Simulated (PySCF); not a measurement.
**C₆ coefficients of unlike pairs at M06-2X**

Calculated with PySCF 2.14 from the dipole response of each species, C₆(A,B) = (3/π) ∫ α_A(iu) α_B(iu) du, in atomic units, from isotropic polarisabilities. For ions this is the dispersion term alone; charge-induced terms of lower order in 1/R come first.

```csv
species,configuration,basis,relativity,α (bohr³),C₆ (like pair)
Cd²⁺,[Kr] 4d10 (1S),"x2c-QZVPPall with one added diffuse shell each of s, p, d, f, g type (14s9p8d5f3g)",spin-free X2C,5.270,26.46
Kr,[Kr] (1S),aug-cc-pVTZ-DK (7s6p4d2f),spin-free X2C,16.98,129.7
Fe³⁺,[Ar] 3d5 (6S),aug-cc-pVDZ (7s6p4d2f),none,1.723,4.015
```

Question: Estimate C₆ for Kr with Cd²⁺.

Answer: The integral gives 54.49. The combination rule 2 C_A C_B / (C_A α_B/α_A + C_B α_A/α_B) gives 54.68 and the geometric mean 58.57.

No spin-orbit coupling is included.

The other pairs:

| pair | C₆ |
| --- | --- |
| Fe³⁺, Kr | 19.81 |
| Fe³⁺, Cd²⁺ | 10.19 |
